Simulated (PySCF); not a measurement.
**Structure elucidation problem**

Molecular formula: C5H8F3NSi. Simulated spectra:

¹H NMR (500 MHz, computed): δ 2.08 (s, 3H), 0.82 (br s, 2H), 0.39 (s, 3H).

¹³C{¹H} NMR (computed): δ 138.4 (C), 112.7 (C), 85.1 (C), 5.6 (CH3), -2.1 (CH3).

How the numbers were obtained: NMR shieldings at PBE0/pcSseg-1/GIAO, GFN2-xTB geometry, in PySCF 2.14 (single conformer, rapidly exchanging positions averaged, isolated molecule, relativity neglected).

Chemical shifts δ = σref − σ; TMS for ¹H (σ = 31.72 ppm) and ¹³C (σ = 186.93 ppm), all at this level.

Q: Choose the structure that fits.
A. C#C[C@H](N(C)[SiH3])C(F)(F)F
B. C=N[SiH2][C@@H]1C[C@H]1C(F)(F)F
C. CC#C[Si@@](C)(N)C(F)(F)F

A: C. 

The formula gives 2 degrees of unsaturation (no ring in the answer). 5 carbon signals for 5 carbons: no two carbons are equivalent. Carbon types of the structure: 3 × C, 2 × CH3, leaving 2 H on heteroatoms. δC 138.4: CF3 carbon; 3 electronegative neighbours deshield it. δC 112.7, 85.1: alkyne carbon. δC 5.6: propargylic methyl carbon; saturated and bonded to C and H only. δH 0.82: hydrogen on a nitrogen bonded to Si; exchangeable, gas-phase position. δH 0.39: hydrogen on a methyl carbon bonded to Si; an electropositive neighbour shields it, as in TMS itself.

The others: C#C[C@H](N(C)[SiH3])C(F)(F)F would give 4 signals for carbon-bound and other non-exchanging H, not 2; C=N[SiH2][C@@H]1C[C@H]1C(F)(F)F would give 8 signals for carbon-bound and other non-exchanging H, not 2.

OH and NH positions are those of a molecule without intermolecular hydrogen bonds; in solution they move with solvent, concentration and temperature, and exchange usually removes their couplings. Splittings by ¹⁹F in the carbon and heteronuclear signals aren't shown, as no couplings were computed. Shifts are as computed. Against solution values, carbons near 30 ppm lie about +3 ppm off and those near 130 ppm about +5 ppm. Of 1211 compounds with measured shifts, 218 miss one by over three times the rms of a fit or turn the order of signals round; such compounds aren't used in these exercises. Multiplicities follow the n + 1 count of equivalent neighbours, as no J values were calculated; m marks all less simple cases, F and P coupling included.
